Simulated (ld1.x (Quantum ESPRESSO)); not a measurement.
**Transferability test, TM potential for cadmium**

Cd, norm-conserving Troullier–Martins (Kleinman–Bylander form), made with ld1.x (Quantum ESPRESSO) 7.5 (LDA (PZ), scalar-relativistic). Core [Ar] 3d10 4s2, reference 4p6 4d10 5s2 5p0. Waves: 5s (bound): rc 2.40 bohr; 4p (bound): rc 1.60 bohr; 4f channel at 0.3 Ry: rc 2.10 bohr; 4d (bound): rc 1.45 bohr. Local part: the d channel. Core correction: none.

Energies are relative to the spin-unpolarised reference configuration 4p6 4d10 5s2 5p0; without spin polarisation the order of configurations can differ from experiment. Spin-polarised rows fill each open shell by Hund’s rule, majority spin first.

(1) Give the all-electron excitation energy and the error of the potential for: 4p6 4d10 5s1 5p0; 4p6 4d10 5s0 5p0; 4p6 4d9 5s0 5p0; 4p6 4d10 5s1 5p1; 4p6 4d10 5s0 5p2; 4p6 4d9 5s2 5p1; 4p5 4d10 5s2 5p0; 4p6 4d10 5s1 5p0 (spin-polarised); 4p6 4d9 5s0 5p0 (spin-polarised).

Note: ghost state, extra bound levels that the all-electron valence spectrum of the same l lacks: s at -145.1 eV. A true bound ghost makes a file unfit for plane-wave use.

## Answers

(1)

| valence configuration | charge | ΔE all-electron (eV) | error AE − PS (meV) |
| --- | --- | --- | --- |
| 4p6 4d10 5s1 5p0 | +1 | 9.628 | -4.9 |
| 4p6 4d10 5s0 5p0 | +2 | 27.148 | -30 |
| 4p6 4d9 5s0 5p0 | +3 | 65.404 | +30 |
| 4p6 4d10 5s1 5p1 | 0 | 4.790 | +47 |
| 4p6 4d10 5s0 5p2 | 0 | 9.913 | +103 |
| 4p6 4d9 5s2 5p1 | 0 | 12.594 | +79 |
| 4p5 4d10 5s2 5p0 | +1 | 74.225 | -124 |
| 4p6 4d10 5s1 5p0 (spin-polarised) | +1 | 9.439 | -4.1 |
| 4p6 4d9 5s0 5p0 (spin-polarised) | +3 | 65.228 | +63 |
